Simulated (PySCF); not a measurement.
**AlHg⁺ at RHF-SCS-MP2**

Level: RHF-SCS-MP2. PySCF, scalar-relativistic core potentials, basis sets Al def2-SVP, Hg def2-SVP with ECP60.

| Quantity | Value |
| --- | --- |
| state | ¹Σ⁺ (singlet), closed shell |
| bond length | 3.058 Å |
| harmonic wavenumber | 108 cm⁻¹ |
| force constant | 0.163 mdyn/Å |
| rotational constant Be | 0.07572 cm⁻¹ |
| anharmonicity ωexe | 1.31 cm⁻¹ |
| vibration–rotation constant αe | 0.00101 cm⁻¹ |
| well depth De to Al⁺ + Hg | 0.32 eV |
| dissociation energy D0 | 0.32 eV |

Correlated steps freeze 5 core orbitals. The bond is weak. Basis-set superposition, not corrected here, can be much of De in a small basis, most of all at correlated wavefunction levels. Spin–orbit coupling is left out. For an ion De counts to the pair picked by the measured ionisation energies or electron affinities, which need not be the lowest pair at this level.
